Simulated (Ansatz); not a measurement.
Start from `[OH][GeH2][OH]` and change one element to get `OCO`.

Ansatz, PBE0-D4/def2-TZVP geometries, multiplicity 1. Each molecule was computed in one conformer, which needn't be the lowest.

Scalar relativity is left out up to krypton.

```json
{"property": "HOMO–LUMO gap (B3LYP/def2-TZVPP) / eV", "`[OH][GeH2][OH]`": "8.40"}
{"property": "LUMO energy (PBE0/def2-TZVPP) / eV", "`[OH][GeH2][OH]`": "0.28"}
{"property": "LUMO energy (ωB97M-V/def2-TZVPP) / eV", "`[OH][GeH2][OH]`": "1.88"}
{"property": "HOMO–LUMO gap (PBE/def2-TZVPP) / eV", "`[OH][GeH2][OH]`": "6.45"}
{"property": "LUMO energy (B3LYP/def2-TZVPP) / eV", "`[OH][GeH2][OH]`": "-0.07"}
{"property": "LUMO energy (PBE/def2-TZVPP) / eV", "`[OH][GeH2][OH]`": "-0.61"}
```

Problem. What does the change do to each property? (Best estimate.)

Solution. Computed: 
```tsv
property	`OCO`	shift
HOMO–LUMO gap (B3LYP/def2-TZVPP) / eV	8.72	0.32
LUMO energy (PBE0/def2-TZVPP) / eV	1.09	0.81
LUMO energy (ωB97M-V/def2-TZVPP) / eV	2.52	0.64
HOMO–LUMO gap (PBE/def2-TZVPP) / eV	6.76	0.31
LUMO energy (B3LYP/def2-TZVPP) / eV	0.67	0.74
LUMO energy (PBE/def2-TZVPP) / eV	0.20	0.81
```

With PBE0 the HOMO rises by 0.45 eV and the LUMO rises by 0.81 eV, so the gap widens by about 0.36 eV. PBE moves the HOMO by 0.49 eV and ωB97M-V by 0.35 eV.

B3LYP here is the variant with VWN-RPA as its local correlation; programs differ in this.
